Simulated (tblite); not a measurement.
Species: C4H11AlSi.
SMILES with atom numbers: `[CH3:1][Al:2]1[CH2:3][CH2:4][SiH2:5][CH2:6]1` (hydrogens: H7, H8, H9 on C1; H10, H11 on C3; H12, H13 on C4; H14, H15 on Si5; H16, H17 on C6)

Computed with GFN2-xTB (tblite), gas phase: L-BFGS steps from a force-field or distance-geometry start until the largest atomic force falls under 0.01 eV/Å.

Step 36: E = -460.0861 eV
```
atom  x, y, z in Å  |  force x, y, z in eV/Å
C1      2.8019    0.1333    0.8662    0.012   0.000   0.001
Al2     0.8783    0.2700    0.3954    0.004  -0.022   0.064
C3     -0.6404   -0.8000    1.1683    0.040   0.008   0.004
C4     -1.4723   -1.1407   -0.0852    0.011   0.042  -0.012
Si5    -1.6929    0.4230   -1.1647    0.002  -0.018   0.004
C6      0.0035    1.3041   -1.0757   -0.032  -0.020  -0.007
H7      2.9452   -0.1001    1.9269    0.001  -0.006   0.002
H8      3.3186   -0.6517    0.3018    0.008   0.008   0.020
H9      3.3417    1.0655    0.6666    0.005   0.010  -0.002
H10    -0.4093   -1.7141    1.7302    0.007  -0.010  -0.009
H11    -1.2718   -0.1998    1.8416    0.008  -0.011   0.006
H12    -0.9267   -1.8841   -0.6749   -0.035  -0.018   0.006
H13    -2.4273   -1.5957    0.1872   -0.010   0.021  -0.028
H14    -2.0554    0.0342   -2.5343   -0.019  -0.030  -0.060
H15    -2.7817    1.2592   -0.6347   -0.001   0.017   0.042
H16    -0.1354    2.3711   -0.8860    0.002   0.018  -0.014
H17     0.5170    1.2380   -2.0387   -0.002   0.009  -0.018
```

Step 37: E = -460.0866 eV
```
atom  x, y, z in Å  |  force x, y, z in eV/Å
C1      2.8022    0.1336    0.8664    0.014   0.005   0.007
Al2     0.8800    0.2669    0.3944   -0.018   0.003   0.028
C3     -0.6388   -0.8010    1.1669    0.019   0.003   0.009
C4     -1.4726   -1.1406   -0.0860    0.011   0.012   0.005
Si5    -1.6925    0.4220   -1.1648   -0.005  -0.006  -0.014
C6      0.0028    1.3026   -1.0781    0.006  -0.010   0.010
H7      2.9438   -0.0983    1.9272    0.002  -0.012   0.020
H8      3.3213   -0.6504    0.3044    0.016  -0.006   0.009
H9      3.3409    1.0664    0.6682    0.010   0.023  -0.008
H10    -0.4107   -1.7147    1.7310    0.007  -0.008  -0.016
H11    -1.2700   -0.1986    1.8384    0.011  -0.005   0.014
H12    -0.9297   -1.8873   -0.6739   -0.033  -0.014  -0.004
H13    -2.4287   -1.5931    0.1875   -0.007   0.022  -0.024
H14    -2.0568    0.0355   -2.5348   -0.021  -0.031  -0.056
H15    -2.7787    1.2589   -0.6310   -0.005   0.017   0.040
H16    -0.1356    2.3695   -0.8836    0.004   0.000  -0.019
H17     0.5161    1.2406   -2.0421   -0.012   0.007  -0.001
```

Step 38: E = -460.0869 eV
```
atom  x, y, z in Å  |  force x, y, z in eV/Å
C1      2.8025    0.1341    0.8667    0.013   0.010   0.013
Al2     0.8806    0.2654    0.3950   -0.023   0.025  -0.005
C3     -0.6374   -0.8016    1.1664   -0.005  -0.004   0.008
C4     -1.4724   -1.1401   -0.0864    0.007  -0.013   0.014
Si5    -1.6924    0.4213   -1.1653   -0.014   0.007  -0.032
C6      0.0022    1.3017   -1.0794    0.030  -0.002   0.021
H7      2.9432   -0.0975    1.9276    0.004  -0.012   0.027
H8      3.3227   -0.6496    0.3060    0.021  -0.014   0.001
H9      3.3407    1.0671    0.6689    0.010   0.025  -0.010
H10    -0.4111   -1.7153    1.7310    0.008  -0.010  -0.018
H11    -1.2689   -0.1987    1.8369    0.013   0.000   0.020
H12    -0.9321   -1.8895   -0.6730   -0.026  -0.010  -0.010
H13    -2.4296   -1.5906    0.1869   -0.004   0.024  -0.016
H14    -2.0579    0.0354   -2.5362   -0.019  -0.026  -0.037
H15    -2.7768    1.2591   -0.6278   -0.002   0.011   0.033
H16    -0.1359    2.3688   -0.8831    0.004  -0.013  -0.019
H17     0.5155    1.2421   -2.0440   -0.016   0.003   0.011
```

Step 39: E = -460.0873 eV
```
atom  x, y, z in Å  |  force x, y, z in eV/Å
C1      2.8034    0.1347    0.8674    0.011   0.011   0.016
Al2     0.8810    0.2642    0.3957   -0.012   0.041  -0.031
C3     -0.6361   -0.8025    1.1661   -0.028  -0.010   0.006
C4     -1.4720   -1.1395   -0.0866   -0.004  -0.029   0.012
Si5    -1.6925    0.4207   -1.1664   -0.020   0.016  -0.043
C6      0.0020    1.3008   -1.0805    0.040   0.008   0.022
H7      2.9430   -0.0969    1.9285    0.005  -0.008   0.024
H8      3.3247   -0.6492    0.3077    0.019  -0.010  -0.001
H9      3.3409    1.0683    0.6697    0.007   0.017  -0.007
H10    -0.4115   -1.7166    1.7307    0.010  -0.009  -0.019
H11    -1.2677   -0.1991    1.8361    0.015   0.001   0.025
H12    -0.9350   -1.8919   -0.6723   -0.018  -0.006  -0.015
H13    -2.4309   -1.5871    0.1859   -0.003   0.022  -0.004
H14    -2.0596    0.0347   -2.5385   -0.015  -0.018  -0.010
H15    -2.7750    1.2594   -0.6238    0.005   0.001   0.020
H16    -0.1363    2.3681   -0.8834    0.004  -0.024  -0.017
H17     0.5145    1.2438   -2.0460   -0.017  -0.004   0.022
```

Task: Estimate the geometry and energy of step 40. (The exact step hangs on the optimiser's Hessian estimate; all steps are aligned on step 39, rigid shifts and turns removed.)

Result: E = -460.0877 eV, largest force 0.056 eV/Å
```
atom  x, y, z in Å  |  force x, y, z in eV/Å
C1      2.8039    0.1357    0.8683    0.003   0.012   0.017
Al2     0.8805    0.2648    0.3964    0.007   0.040  -0.039
C3     -0.6351   -0.8036    1.1662   -0.035  -0.008  -0.007
C4     -1.4714   -1.1393   -0.0867   -0.017  -0.028   0.001
Si5    -1.6923    0.4202   -1.1683   -0.018   0.018  -0.038
C6      0.0026    1.3004   -1.0814    0.028   0.008   0.019
H7      2.9429   -0.0967    1.9297    0.007   0.000   0.015
H8      3.3248   -0.6487    0.3089    0.016  -0.004   0.000
H9      3.3412    1.0697    0.6700    0.004   0.004   0.000
H10    -0.4107   -1.7182    1.7297    0.011  -0.011  -0.016
H11    -1.2668   -0.2008    1.8363    0.012   0.004   0.030
H12    -0.9382   -1.8951   -0.6713   -0.011   0.000  -0.016
H13    -2.4325   -1.5825    0.1849   -0.005   0.014   0.007
H14    -2.0609    0.0337   -2.5411   -0.012  -0.009   0.015
H15    -2.7723    1.2596   -0.6190    0.013  -0.010   0.004
H16    -0.1369    2.3676   -0.8852    0.003  -0.018  -0.009
H17     0.5142    1.2452   -2.0472   -0.008  -0.012   0.018
```

The energy changes by -0.0004 eV. The first-order estimate −F·Δx gives -0.0005 eV and the mean of the old and new forces, exact on a quadratic surface, -0.0004 eV. The step makes an angle of 67° with the force vector and moves no atom by more than 0.006 Å.

The cost below is that of the whole relaxation. Hardware: Intel Xeon at 2.50 GHz, one thread, on a shared host. Cost: 2.8 s wall, 2.5 s CPU.
